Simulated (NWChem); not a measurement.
System: C2H6FNSi; SMILES F[SiH2]/C=N\C

Here is an NWChem input.

```
start job
memory heap 200 mb stack 900 mb global 1100 mb
geometry units angstroms noautosym nocenter noautoz
  C      0.591430     2.278345     0.088788
  N     -0.732596     1.689327     0.158338
  C     -0.856974     0.422398     0.082126
  Si     0.463111    -0.935449    -0.120048
  F     -0.377872    -2.317827    -0.144740
  H      0.766229     2.862133     1.000187
  H      1.421449     1.559390    -0.029145
  H      0.620973     2.981796    -0.751624
  H     -1.887766     0.044490     0.141779
  H      1.414141    -0.978641     1.021217
  H      1.213674    -0.813493    -1.396994
end
basis spherical
  C library def2-svp
  N library def2-svp
  Si library def2-svp
  F library def2-svp
  H library def2-svp
end
dft
  xc xpbe96 cpbe96
  iterations 150
end
cosmo
  do_cosmo_smd true
  solvent meg
end
task dft energy
```

Excerpt of the output:

```
             Northwest Computational Chemistry Package (NWChem) 7.3.0
             --------------------------------------------------------

                             Geometry "geometry" -> ""
                             -------------------------

 Output coordinates in angstroms (scale by  1.889725989 to convert to a.u.)

  No.       Tag          Charge          X              Y              Z
 ---- ---------------- ---------- -------------- -------------- --------------
    1 C                    6.0000     0.59143000     2.27834500     0.08878800
    2 N                    7.0000    -0.73259600     1.68932700     0.15833800
    3 C                    6.0000    -0.85697400     0.42239800     0.08212600
    4 Si                  14.0000     0.46311100    -0.93544900    -0.12004800
    5 F                    9.0000    -0.37787200    -2.31782700    -0.14474000
    6 H                    1.0000     0.76622900     2.86213300     1.00018700
    7 H                    1.0000     1.42144900     1.55939000    -0.02914500
    8 H                    1.0000     0.62097300     2.98179600    -0.75162400
    9 H                    1.0000    -1.88776600     0.04449000     0.14177900
   10 H                    1.0000     1.41414100    -0.97864100     1.02121700
   11 H                    1.0000     1.21367400    -0.81349300    -1.39699400

 Effective nuclear repulsion energy (a.u.)     221.1594605444

  pbe96 is a nonlocal functional; adding pw91lda local functional.

                                 NWChem DFT Module
                                 -----------------

 Summary of "ao basis" -> "ao basis" (spherical)
 ------------------------------------------------------------------------------
       Tag                 Description            Shells   Functions and Types
 ---------------- ------------------------------  ------  ---------------------
 C                          def2-svp                 6       14   3s2p1d
 N                          def2-svp                 6       14   3s2p1d
 Si                         def2-svp                 8       18   4s3p1d
 F                          def2-svp                 6       14   3s2p1d
 H                          def2-svp                 3        5   2s1p

 in cosmo_initialize ...
 calling solv_data for solv:meg

 solvent parameters
 solvname_short: meg
 solvname_long:  1,2-ethanediol
 dielec:       40.2450
 dielecinf:     2.0501
 nonaqueous SMD model solvent descriptors
 dielec:       40.2450
 sola:          0.5800
 solb:          0.7800
 solc:          0.0000
 solg:         69.0700
 solh:          0.0000
 soln:          1.4318

          ---------------
          -cosmo- solvent
          ---------------
 Cosmo: York-Karplus, doi: 10.1021/jp992097l
 dielectric constant -eps-     =  40.24
 screen = (eps-1)/(eps    )    =   0.97515
 surface charge correction     = lagrangian

   van der Waals surface
 --------------------------

[...]

                                COSMO-SMD solvation results
                                ---------------------------

             internal energy in gas <Psi(g)|H|Psi(g)> =      -523.235572960269
         internal energy in solvent <Psi(s)|H|Psi(s)> =      -523.234663305842
                               delta internal energy  =         0.000909654427 (    0.57 kcal/mol)
   total free energy in solvent <Psi(s)|H+V/2|Psi(s)> =      -523.242194465332
 polarization energy contribution <Psi(s)|V/2|Psi(s)> =        -0.007531159490 (   -4.73 kcal/mol)
    total free energy in solvent including G(SMD-CDS) =      -523.237613624367
                       G(SMD-CDS) energy contribution =         0.004580840965 (    2.87 kcal/mol)
     1 M fixed-concentration free energy of solvation =        -0.002040664098 (   -1.28 kcal/mol)

                       DFT Final Molecular Orbital Analysis
                       ------------------------------------

 Vector   22  Occ=2.000000D+00  E=-3.041500D-01
              MO Center=  5.2D-01, -7.0D-01, -1.1D-01, r^2= 3.8D+00
   Bfn.  Coefficient  Atom+Function         Bfn.  Coefficient  Atom+Function
  ----- ------------  ---------------      ----- ------------  ---------------
    66      0.327178   5 F  pz               95      0.263338  10 H  s
   100     -0.263112  11 H  s                69     -0.232369   5 F  pz
    52      0.230865   4 Si pz               96      0.183264  10 H  s
   101     -0.183110  11 H  s                34      0.169480   3 C  pz
     6     -0.126671   1 C  pz               37      0.126417   3 C  pz

 Vector   23  Occ=2.000000D+00  E=-2.725708D-01
              MO Center= -1.2D-01,  9.4D-01,  5.6D-02, r^2= 3.6D+00
   Bfn.  Coefficient  Atom+Function         Bfn.  Coefficient  Atom+Function
  ----- ------------  ---------------      ----- ------------  ---------------
    20      0.348217   2 N  pz               34     -0.335746   3 C  pz
    23     -0.228870   2 N  pz               37     -0.223856   3 C  pz
     6      0.188622   1 C  pz               75      0.170463   6 H  s
    85     -0.170526   8 H  s                95      0.164229  10 H  s
   100     -0.164204  11 H  s                96      0.126700  10 H  s

 Vector   24  Occ=2.000000D+00  E=-2.039840D-01
              MO Center= -5.9D-01,  1.2D+00,  1.1D-01, r^2= 2.7D+00
   Bfn.  Coefficient  Atom+Function         Bfn.  Coefficient  Atom+Function
  ----- ------------  ---------------      ----- ------------  ---------------
    18      0.381043   2 N  px               21     -0.281379   2 N  px
    19     -0.268794   2 N  py               22      0.235422   2 N  py
    17      0.218106   2 N  s                90     -0.181721   9 H  s
     4      0.175515   1 C  px               16      0.169438   2 N  s
    81      0.158202   7 H  s                45      0.152818   4 Si s

 Vector   25  Occ=0.000000D+00  E=-7.115644D-02
              MO Center= -5.3D-01,  7.7D-01,  7.9D-02, r^2= 2.7D+00
   Bfn.  Coefficient  Atom+Function         Bfn.  Coefficient  Atom+Function
  ----- ------------  ---------------      ----- ------------  ---------------
    23     -0.465431   2 N  pz               20      0.442356   2 N  pz
    37      0.438869   3 C  pz               34      0.400493   3 C  pz
    55      0.299322   4 Si pz               96     -0.266407  10 H  s
   101      0.266545  11 H  s                76      0.129037   6 H  s
    86     -0.128990   8 H  s                75      0.106366   6 H  s

 Vector   26  Occ=0.000000D+00  E=-1.678132D-02
              MO Center=  5.8D-01, -5.4D-01, -1.0D-01, r^2= 3.9D+00
   Bfn.  Coefficient  Atom+Function         Bfn.  Coefficient  Atom+Function
  ----- ------------  ---------------      ----- ------------  ---------------
    54      0.810326   4 Si py                3     -0.427199   1 C  s
    81      0.395669   7 H  s                63      0.391884   5 F  s
    53      0.332275   4 Si px                7     -0.304238   1 C  px
    31     -0.263023   3 C  s                51      0.247278   4 Si py
    17     -0.225472   2 N  s                91      0.214092   9 H  s

 Vector   27  Occ=0.000000D+00  E= 4.502997D-02
              MO Center=  6.9D-01, -9.2D-01, -1.4D-01, r^2= 4.2D+00
   Bfn.  Coefficient  Atom+Function         Bfn.  Coefficient  Atom+Function
  ----- ------------  ---------------      ----- ------------  ---------------
    53      1.481144   4 Si px               96     -0.810158  10 H  s
   101     -0.810942  11 H  s                36     -0.691069   3 C  py
    31      0.607849   3 C  s                54     -0.454075   4 Si py
    17      0.448526   2 N  s                 3      0.390149   1 C  s
    45      0.326755   4 Si s                76     -0.265594   6 H  s

     Multipole analysis of the density
     ---------------------------------

     L   x y z        total         alpha         beta         nuclear
     -   - - -        -----         -----         ----         -------
     0   0 0 0     -0.000000    -24.000000    -24.000000     48.000000

     1   1 0 0      0.800274      0.485203      0.485203     -0.170132
     1   0 1 0      0.379751      0.446224      0.446224     -0.512696
     1   0 0 1     -0.041851      0.795495      0.795495     -1.632840

     2   2 0 0    -27.960741    -57.867722    -57.867722     87.774702
     2   1 1 0      2.622003     -3.819525     -3.819525     10.261053
     2   1 0 1      0.184008      2.709739      2.709739     -5.235471
     2   0 2 0    -30.444362   -254.359110   -254.359110    478.273857
     2   0 1 1     -0.425445    -15.577533    -15.577533     30.729621
     2   0 0 2    -27.648102    -23.170084    -23.170084     18.692067
```

Level: PBE/def2-SVP, SMD on the gas-phase geometry. All runs use the structure optimised with B3LYP/6-31G* (spherical d). Solvent: ethylene glycol.
